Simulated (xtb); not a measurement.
F$_{3}$Ga, triplet, from a rough starting geometry (GFN-xTB shapes and energies of metal compounds can be far from the true ones) (a higher spin typed on purpose: for a closed-shell molecule this is an excited state); GFN2-xTB (xtb).

Input for xtb:
```
$ xtb mol.xyz --gfn 2 --uhf 2 --opt vtight --json

# file mol.xyz
4

Ga    -0.01183288    -0.05597148     0.01591941
F     -1.48158241    -0.93630294     0.06381946
F      0.00305165     1.59198975    -0.67618574
F      1.43816505    -0.67618285     0.63252440
```

What the program printed (banner, timings and long lists left out):

```
   ID    Z sym.   atoms
    1   31 Ga     1
    2    9 F      2-4

           -------------------------------------------------
          |                Calculation Setup                |
           -------------------------------------------------

           -------------------------------------------------
          |                 G F N 2 - x T B                 |
           -------------------------------------------------

          ...................................................
          :                      SETUP                      :
          :.................................................:
          :  # basis functions                  22          :
          :  # atomic orbitals                  21          :
          :  # shells                            9          :
          :  # electrons                        24          :
          :  max. iterations                   250          :
          :  Hamiltonian                  GFN2-xTB          :
          :  restarted?                      false          :
          :  GBSA solvation                  false          :
          :  PC potential                    false          :
          :  electronic temp.          300.0000000     K    :
          :  accuracy                    1.0000000          :
          :  -> integral cutoff          0.2500000E+02      :
          :  -> integral neglect         0.1000000E-07      :
          :  -> SCF convergence          0.1000000E-05 Eh   :
          :  -> wf. convergence          0.1000000E-03 e    :
          :  Broyden damping             0.4000000          :
          :  net charge                          0          :
          :  unpaired electrons                  2          :
          ...................................................

 iter      E             dE          RMSdq      gap      omega  full diag
   1    -15.3879235 -0.153879E+02  0.563E+00    5.85       0.0  T
   2    -15.3386438  0.492797E-01  0.478E+00    5.78       1.0  T
   3    -15.2356294  0.103014E+00  0.596E+00    5.80       1.0  T
   4    -15.2798244 -0.441949E-01  0.464E+00    5.92       1.0  T
   5    -15.3034972 -0.236729E-01  0.403E+00    5.94       1.0  T
   6    -15.3560837 -0.525865E-01  0.256E+00    5.98       1.0  T
   7    -15.3642844 -0.820066E-02  0.237E+00    5.98       1.0  T
   8    -15.3803365 -0.160521E-01  0.164E+00    5.98       1.0  T
   9    -15.3846730 -0.433653E-02  0.133E+00    5.98       1.0  T
  10    -15.3917114 -0.703839E-02  0.452E-01    5.98       1.0  T
  11    -15.3920360 -0.324529E-03  0.302E-01    5.98       1.0  T
  12    -15.3909054  0.113057E-02  0.490E-01    5.98       1.0  T
  13    -15.3921050 -0.119959E-02  0.192E-01    5.98       1.0  T
  14    -15.3920437  0.613049E-04  0.212E-01    5.98       1.0  T
  15    -15.3921999 -0.156198E-03  0.130E-01    5.98       1.0  T
  16    -15.3922321 -0.321864E-04  0.950E-02    5.98       1.0  T
  17    -15.3922507 -0.186748E-04  0.556E-02    5.98       1.0  T
  18    -15.3922585 -0.773166E-05  0.226E-02    5.98       2.2  T
  19    -15.3922606 -0.208335E-05  0.934E-03    5.98       5.4  T
  20    -15.3922610 -0.488208E-06  0.522E-04    5.98      95.8  T
  21    -15.3922610  0.317524E-10  0.291E-04    5.98     171.7  T

   *** convergence criteria satisfied after 21 iterations ***

 transition dipole moment (au) for excitation:          12          13
     X       Y       Z
  -0.0127  -0.0003  -0.0028  total (au/Debye):    0.013   0.033
 dE (eV)             :    4.924
 oscillator strength :  0.29091E-04

         :::::::::::::::::::::::::::::::::::::::::::::::::::::
         ::                     SUMMARY                     ::
         :::::::::::::::::::::::::::::::::::::::::::::::::::::
         :: total energy             -15.379980710624 Eh    ::
         :: gradient norm              0.099173168564 Eh/a0 ::
         :: HOMO-LUMO gap              5.976515137388 eV    ::
         ::.................................................::
         :: SCC energy               -15.392260909861 Eh    ::
         :: -> isotropic ES            0.024096858701 Eh    ::
         :: -> anisotropic ES         -0.000052359603 Eh    ::
         :: -> anisotropic XC         -0.001181305694 Eh    ::
         :: -> dispersion             -0.001227480237 Eh    ::
         :: repulsion energy           0.012280199237 Eh    ::
         :: add. restraining           0.000000000000 Eh    ::
         :: total charge               0.000000000022 e     ::
         :::::::::::::::::::::::::::::::::::::::::::::::::::::

      -----------------------------------------------------------
     |                   =====================                   |
     |                        A N C O P T                        |
     |                   =====================                   |
     |               Approximate Normal Coordinate               |
     |                Rational Function Optimizer                |
      -----------------------------------------------------------
      -----------------------------------------------------------
     |                   =====================                   |
     |                        A N C O P T                        |
     |                   =====================                   |
     |               Approximate Normal Coordinate               |
     |                Rational Function Optimizer                |
      -----------------------------------------------------------

          ...................................................
          :                      SETUP                      :
          :.................................................:
          :   optimization level         verytight          :
          :   max. optcycles                   200          :
          :   ANC micro-cycles                  20          :
          :   degrees of freedom                 6          :
          :.................................................:
[...]
 * total energy  :   -15.4269192 Eh     change       -0.1170901E-03 Eh
 * total energy  :   -15.4271210 Eh     change       -0.2017455E-03 Eh
 * total energy  :   -15.4272314 Eh     change       -0.1104022E-03 Eh
 * total energy  :   -15.4273799 Eh     change       -0.1485222E-03 Eh
 * total energy  :   -15.4275149 Eh     change       -0.1349778E-03 Eh
 * total energy  :   -15.4275602 Eh     change       -0.4532375E-04 Eh
 * total energy  :   -15.4276090 Eh     change       -0.4883667E-04 Eh
 * total energy  :   -15.4276419 Eh     change       -0.3287774E-04 Eh
 * total energy  :   -15.4276793 Eh     change       -0.3738322E-04 Eh
 * total energy  :   -15.4276915 Eh     change       -0.1222119E-04 Eh
 * total energy  :   -15.4276938 Eh     change       -0.2296474E-05 Eh
 * total energy  :   -15.4276940 Eh     change       -0.1564519E-06 Eh
 * total energy  :   -15.4276940 Eh     change       -0.4866472E-07 Eh
   *** GEOMETRY OPTIMIZATION CONVERGED AFTER 34 ITERATIONS ***
[...]
          :  -> SCF convergence          0.1000000E-05 Eh   :
          :  -> wf. convergence          0.1000000E-03 e    :
          :  Broyden damping             0.4000000          :
          :  net charge                          0          :
          :  unpaired electrons                  2          :
          ...................................................

 iter      E             dE          RMSdq      gap      omega  full diag
   1    -15.4287006 -0.154287E+02  0.606E-05    7.08       0.0  T
   2    -15.4287006  0.676801E-08  0.906E-04    7.08      55.2  T
   3    -15.4287006 -0.679643E-08  0.114E-05    7.08    4403.5  T

   *** convergence criteria satisfied after 3 iterations ***

 transition dipole moment (au) for excitation:          12          13
     X       Y       Z
  -0.1521   0.2206  -0.1438  total (au/Debye):    0.304   0.773
 dE (eV)             :    2.167
 oscillator strength :  0.69424E-02

         :::::::::::::::::::::::::::::::::::::::::::::::::::::
         ::                     SUMMARY                     ::
         :::::::::::::::::::::::::::::::::::::::::::::::::::::
         :: total energy             -15.427694003984 Eh    ::
         :: gradient norm              0.000060449917 Eh/a0 ::
         :: HOMO-LUMO gap              7.083073421115 eV    ::
         ::.................................................::
         :: SCC energy               -15.428700456809 Eh    ::
         :: -> isotropic ES            0.027295843632 Eh    ::
         :: -> anisotropic ES          0.002751662148 Eh    ::
         :: -> anisotropic XC         -0.001406847432 Eh    ::
         :: -> dispersion             -0.001182339019 Eh    ::
         :: repulsion energy           0.001006452825 Eh    ::
         :: add. restraining           0.000000000000 Eh    ::
         :: total charge              -0.000000000000 e     ::
         :::::::::::::::::::::::::::::::::::::::::::::::::::::

           -------------------------------------------------
          |                Property Printout                |
           -------------------------------------------------

    * Orbital Energies and Occupations

         #    Occupation            Energy/Eh            Energy/eV
      -------------------------------------------------------------
         1        2.0000           -0.8499085             -23.1272
         2        2.0000           -0.8472537             -23.0549
         3        2.0000           -0.8338283             -22.6896
         4        2.0000           -0.5961867             -16.2231
         5        2.0000           -0.5558212             -15.1247
         6        2.0000           -0.5512941             -15.0015
         7        2.0000           -0.5468770             -14.8813
         8        2.0000           -0.5431610             -14.7802
         9        2.0000           -0.5425816             -14.7644
        10        1.9586           -0.5330146             -14.5041
        11        1.9226           -0.5323832             -14.4869
        12        1.1188           -0.5281253             -14.3710
        13        1.0000           -0.4484745             -12.2036 (HOMO)
        14                         -0.1881763              -5.1205 (LUMO)
        15                         -0.1649999              -4.4899
        16                         -0.0644312              -1.7533
        17                         -0.0524850              -1.4282
        18                         -0.0169007              -0.4599
        19                          0.4112213              11.1899
        20                          0.4557679              12.4021
        21                          0.5744858              15.6326
      -------------------------------------------------------------
                  HL-Gap            0.2602982 Eh            7.0831 eV
             Fermi-level           -0.4241772 Eh          -11.5424 eV

     #   Z          covCN         q      C6AA      α(0)
     1  31 Ga       1.936     0.394   208.973    32.428
     2   9 F        0.675    -0.172    10.971     3.910
     3   9 F        0.631    -0.111    10.383     3.802
     4   9 F        0.630    -0.111    10.383     3.802

 Mol. C6AA /au·bohr⁶  :        545.136329
 Mol. C8AA /au·bohr⁸  :      35689.942329
 Mol. α(0) /au        :         43.942312

Wiberg/Mayer (AO) data.
largest (>0.10) Wiberg bond orders for each atom

 ---------------------------------------------------------------------------
     #   Z sym  total        # sym  WBO       # sym  WBO       # sym  WBO
 ---------------------------------------------------------------------------
     1  31 Ga   2.458 --     2 F    1.022     3 F    0.718     4 F    0.717
     2   9 F    1.149 --     1 Ga   1.022
     3   9 F    1.138 --     1 Ga   0.718     4 F    0.356
     4   9 F    1.136 --     1 Ga   0.717     3 F    0.356
 ---------------------------------------------------------------------------

Topologies differ in total number of bonds
Writing topology from bond orders to xtbtopo.mol

molecular dipole:
                 x           y           z       tot (Debye)
 q only:       -0.135       0.071       0.251
   full:       -0.339       0.005       0.363       1.263
molecular quadrupole (traceless):
                xx          xy          yy          xz          yz          zz
 q only:       -2.169      -2.466      -0.228      -0.366       0.593       2.397
  q+dip:       -2.328      -2.732      -0.403      -0.640       0.632       2.732
   full:       -4.489      -5.208      -0.123      -0.285       0.940       4.612

optimized geometry written to: xtbopt.xyz

           -------------------------------------------------
          | TOTAL ENERGY              -15.427694003984 Eh   |
          | GRADIENT NORM               0.000060449917 Eh/α |
          | HOMO-LUMO GAP               7.083073421115 eV   |
           -------------------------------------------------

normal termination of xtb
```
